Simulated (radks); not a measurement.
Ar, configuration [Ar] (the NIST ground configuration). All-electron calculation, Dirac Kohn-Sham, BLYP, spin-unpolarised, spherical densities, finite nucleus; Fermi nuclear charge, rms radius 3.4274 fm. Program: a radial shooting solver on a logarithmic mesh with Libxc functionals.

Unscreened Slater integrals over Kohn-Sham orbitals (eV). Large and small components are both included.

integral,value
"F0(3p3/2,3p3/2)",14.828
"F2(3p3/2,3p3/2)",7.2723
"F0(3p3/2,3p1/2)",14.877
"G2(3p3/2,3p1/2)",7.2958
"F0(3p3/2,3s1/2)",16.021
"G1(3p3/2,3s1/2)",10.403
"F0(3p3/2,2p3/2)",20.593
"F2(3p3/2,2p3/2)",3.3779
"G0(3p3/2,2p3/2)",1.3152
"G2(3p3/2,2p3/2)",1.3239
"F0(3p1/2,3p1/2)",14.926
"F0(3p1/2,3s1/2)",16.081
"G1(3p1/2,3s1/2)",10.461
"F0(3p1/2,2p3/2)",20.716
"G2(3p1/2,2p3/2)",1.3309
"F0(3s1/2,3s1/2)",17.502
"F0(3s1/2,2p3/2)",23.455
"G1(3s1/2,2p3/2)",1.7256
"F0(2p3/2,2p3/2)",66.059
"F2(2p3/2,2p3/2)",30.725
